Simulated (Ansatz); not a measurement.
Consider the formal exchange of groups at a C–Si bond: `[SiH3][CH2][AlH][TeH]` + CH₄ → `C[CH2][AlH][TeH]` + SiH₄.

Calculated with Ansatz (gas phase, PBE0-D4/def2-TZVP geometries, no zero-point term in ΔE). CBS: MP2 limit from def2 TZ/QZ plus the TZ coupled-cluster correction, frozen cores. This one scheme is used for every species. def2 core potentials past Kr. For Te outer-core shells are correlated without core-valence functions, which leaves a few kJ/mol of doubt a bond. Each species was taken in one conformer, which may not be the lowest.

`[SiH3][CH2][AlH][TeH]`:

Z-matrix (Å, degrees):
```
Si
C 1 1.868
H 1 1.491 2 110.3
H 1 1.489 2 112.3 3 120.3
H 1 1.488 2 110.1 3 -118.8
Al 2 1.946 1 113.4 3 52.1
H 2 1.095 1 109.2 3 -69.5
H 2 1.096 1 108.0 3 173.5
Te 6 2.528 2 119.8 1 70.7
H 6 1.583 2 123.8 1 -107.8
H 9 1.658 6 90.9 2 -0.1
```

CH₄:

```xyz
5

C     0.000    0.000    0.000
H     0.409   -0.996    0.165
H    -0.380    0.397    0.941
H    -0.812   -0.056   -0.725
H     0.783    0.655   -0.381
```

`C[CH2][AlH][TeH]`:

Cartesian coordinates in Å:
```
C 0.120 -0.272 1.320
C 0.472 -0.873 -0.037
Al -0.036 0.130 -1.639
Te -1.241 2.352 -1.486
H -0.958 -0.128 1.429
H 0.448 -0.909 2.146
H 0.587 0.706 1.461
H 1.555 -1.046 -0.111
H 0.027 -1.872 -0.142
H 0.266 -0.372 -3.112
H -1.240 2.285 0.171
```

SiH₄:

Cartesian coordinates in Å:
```
Si 0.000 0.000 0.000
H -1.197 0.439 -0.761
H 0.833 1.182 0.337
H 0.793 -0.945 -0.826
H -0.429 -0.676 1.250
```

```
                species  SCS-MP2/def2-QZVPP energy (Eh)
`[SiH3][CH2][AlH][TeH]`                      -840.87844
                    CH₄                       -40.43589
     `C[CH2][AlH][TeH]`                      -589.84805
                   SiH₄                      -291.43864
```

Q: Work out ΔE.

A: ΔE = (-589.84805) + (-291.43864) − (-840.87844) − (-40.43589) = 0.02764 Eh = +17.3 kcal/mol. CCSD(T)/CBS gives +17.6 kcal/mol.

Largest T1 diagnostic among the species: 0.011.

The D4 term adds +0.9 kcal/mol with B3LYP and +0.5 kcal/mol with PBE0; it sums over pairs of atoms, weighted by their polarisabilities, and B3LYP, whose exchange is more repulsive, gets the larger term. In def2-TZVPP, CCSD(T) changes the Hartree–Fock value by +1.3 kcal/mol (the triples alone add +0.3 kcal/mol) and MP2 by +2.3 kcal/mol.

B3LYP here is the variant with VWN-RPA as its local correlation; programs differ in this.
